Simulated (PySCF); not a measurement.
## A parent and its derivatives

Level of theory: PySCF 2.14.0, density-fitted response routines, TDDFT PBE0/def2-SVPD, vertical, gas phase, core orbitals frozen in the response, def2 core potentials past Kr. Geometries: PBE0-D3(BJ)/def2-SVP; one conformer of each isolated species. Triplets are in the Tamm–Dancoff approximation. Atoms past krypton carry core potentials; spin–orbit coupling is left out.

Parent: SbMe3 (`[CH3][Sb]([CH3])[CH3]`), with lowest singlet excitation energy 5.72 eV, mean static polarisability 84.8 au, HOMO energy -6.44 eV, HOMO–LUMO gap 6.66 eV. Its spectrum: 5.72 eV (f 0.296 summed over 2 states); 6.12 eV (f 0.009); 6.64 eV (f 0.286); 7.09 eV (f 0.000); 7.32 eV (f 0.221 summed over 2 states).

Shifts from the parent:

| change | SMILES | Δ S1 (eV) | Δ α (au) | Δ HOMO (eV) | Δ gap (eV) |
| --- | --- | --- | --- | --- | --- |
| ligand (all three): Me to Br | [Br][Sb]([Br])[Br] | -1.11 | +26.5 | -1.79 | -0.94 |
| ligand (all three): Me to Et | C[CH2][Sb]([CH2]C)[CH2]C | -0.26 | +38.1 | +0.19 | -0.26 |
| ligand (all three): Me to SiH3 | [SiH3][Sb]([SiH3])[SiH3] | -0.28 | +55.8 | -0.65 | -0.20 |

Task: Predict the same shifts for this change: ligand (all three): Me to OMe (`C[O][Sb]([O]C)[O]C`).

Result: Δ lowest singlet excitation energy -0.02 eV, Δ mean static polarisability +3.8 au, Δ HOMO energy -1.27 eV, Δ HOMO–LUMO gap +0.25 eV. Spectrum: 218 nm (f 0.037 summed over 2 states); 215 nm (f 0.002); 214 nm (f 0.007); 210 nm (f 0.093 summed over 2 states); 193 nm (f 0.002). S1 falls most with ligand (all three): Me to Br (-1.11 eV); all changes lower it. S1 is simply the lowest singlet of each species and needn't be the same kind of state throughout. Over these 4 changes the shifts of S1 and of the HOMO–LUMO gap correlate with r = 0.97.

Lowest levels of each derivative:
- `[Br][Sb]([Br])[Br]`: 4.60 eV (f 0.034); 4.73 eV (f 0.006 summed over 2 states); 4.76 eV (f 0.005)
- `C[CH2][Sb]([CH2]C)[CH2]C`: 5.45 eV (f 0.259 summed over 2 states); 6.10 eV (f 0.001); 6.43 eV (f 0.001)
- `C[O][Sb]([O]C)[O]C`: 5.70 eV (f 0.037 summed over 2 states); 5.77 eV (f 0.002); 5.78 eV (f 0.007)
- `[SiH3][Sb]([SiH3])[SiH3]`: 5.44 eV (f 0.044); 5.45 eV (f 0.046); 5.61 eV (f 0.075)
